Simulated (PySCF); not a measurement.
## Low-lying terms of Zn (zinc, neutral)

Ground state [Ar] 3d10 4s2, ¹S. Calculation: PySCF 2.14, in x2c-SVPall with two added diffuse shells each of s, d type (7s3p5d1f, 48 functions); scalar relativity by spin-free X2C-1e. Vertical excitation energies in eV without spin-orbit coupling; excited terms of each kind are numbered among those the solver found. Frozen: [Ar].

```csv
term,leading excitation,EOM-EE-CCSD,measured centre of gravity (NIST)
1 3P°,4s → p,5.041,4.054 (4s4p)
1 3S,4s → s,6.290,6.655 (4s5s)
1 1S,4s → s,6.546,6.917 (4s5s)
1 3D,4s → d,7.344,7.783 (4s4d)
1 1D,4s → d,7.369,7.744 (4s4d)
2 3S,4s → s,7.686,n/a
2 1S,4s → s,7.807,n/a
1 1P°,4s → p,7.954,5.796 (4s4p)
2 3D,4s → d,8.610,n/a
2 1D,4s → d,8.655,n/a
```

Only the lower part of the computed list is shown. Doubly excited terms such as np² are absent. The solver can miss terms. Rydberg members are limited by the diffuse functions of the basis.
